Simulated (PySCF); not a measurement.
Al2As2Cl4H4: core ionisation energies

Species: (Cl2Al-mu-AsH2)2.
Structure used (PBE0-D3(BJ)/def2-SVP), in Å, numbered top down from 1:
```
atom  x, y, z in Å
Al1   -0.5730    0.9199   -1.4660
Cl2   -0.8491    3.0060   -1.3122
Cl3   -0.9464   -0.1461   -3.2467
As4    1.6324    0.2277   -0.4894
Al5    0.5920   -0.9293    1.4755
Cl6    0.9647    0.1435    3.2523
Cl7    0.8710   -3.0163    1.3339
As8   -1.6139   -0.2418    0.4960
H9     2.4814   -0.6389   -1.3741
H10    2.5769    1.3485   -0.1622
H11   -2.5468   -1.3712    0.1637
H12   -2.4737    0.6151    1.3802
```

Computed with delta-SCF UKS SCAN, pcX-2 on the ionised atom, pcseg-1 elsewhere, spin-free X2C (PySCF 2.14.0). These are vertical core ionisation energies against the vacuum level, from separate self-consistent calculations with and without the core hole.

Question: Give the core binding energies atom by atom.

Answer: 
| atom(s) | bonded to | level | binding energy (eV) | 2p1/2 (eV) | count |
| --- | --- | --- | --- | --- | --- |
| Al1/Al5 | 2 Cl and 2 As | Al 1s | 1568.05 | – | 2 |
| Cl2/Cl3/Cl6/Cl7 | Al | Cl 2p3/2 | 205.62 | 207.27 | 4 |
| Cl2/Cl3/Cl6/Cl7 | Al | Cl 1s | 2828.20 | – | 4 |

Question: Which effective nuclear charge Zeff reproduces each element's mean 1s value in the hydrogen-like formula E = 13.606 eV × Zeff²?

Answer: Al (Z = 13): mean 1568.0 eV, Zeff = 10.74, Z − Zeff = 2.26; Cl (Z = 17): mean 2828.2 eV, Zeff = 14.42, Z − Zeff = 2.58. Means run over the listed sites, weighted by atom count.

Question: Which photon wavelength matches the Cl 2p3/2 of Cl2/Cl3/Cl6/Cl7 threshold?

Answer: λ = hc/E = 12398.42 eV Å / 205.62 eV = 60.298 Å.

Atoms equivalent by their bonding share one computed value, that of the first of them. Spin–orbit and ligand-field terms were added within each 2p shell after the spin-free SCF. 2p1/2 minus 2p3/2 (ligand field included): Cl 1.65 eV. No level of arsenic is listed. The structure is a single PBE0-D3(BJ)/def2-SVP conformer in the gas phase; no vibrational or solvent corrections.
